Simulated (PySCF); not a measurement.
## PBE beside CCSD(T) along group 15: bonds to H

PBE and CCSD(T) in PySCF with def2-TZVPPD on every atom (core potentials on Sb), for the lowest determinant that a PBE0 search found; no spin–orbit coupling.

| molecule | state (unpaired electrons) | PBE Re (Å) | PBE ωe (cm⁻¹) | PBE De (eV) | CCSD(T) Re (Å) | CCSD(T) ωe (cm⁻¹) | CCSD(T) De (eV) |
| --- | --- | --- | --- | --- | --- | --- | --- |
| NH | triplet (π ↑↑) | 1.050 | 3180 | 3.84 | 1.039 | 3273 | 3.47 |
| PH | triplet (π ↑↑) | 1.440 | 2290 | 3.26 | ? | ? | ? |
| AsH | triplet (π ↑↑) | 1.546 | 2089 | 2.96 | 1.527 | 2157 | 2.83 |
| SbH | triplet (π ↑↑) | 1.733 | 1856 | 2.65 | 1.707 | 1937 | 2.55 |

Task: Estimate the CCSD(T) values of PH by adding the mean shift from PBE to CCSD(T) of the other rows, and compare with the calculation.

Result: The mean shifts are -1.9 pm, +81 cm⁻¹ and -0.20 eV, which give 1.421 Å, 2371 cm⁻¹ and 3.06 eV. CCSD(T)/def2-TZVPPD gives Re = 1.425 Å, ωe = 2362 cm⁻¹, De = 3.08 eV.

Task: What are the mean differences of PBE from CCSD(T) over the whole series?

Result: Re +1.8 pm, ωe -78 cm⁻¹, De +0.19 eV.

In a basis of this size CCSD(T) is itself not converged; it tends to give bonds that are too long and too weak.

Correlated steps freeze the inner cores (1 to 9 orbitals); shallow outer-core shells are correlated. Spin–orbit coupling is left out, which matters for elements this heavy, above all for dissociation energies. States were picked by a PBE0 search and need not be the measured ground states.
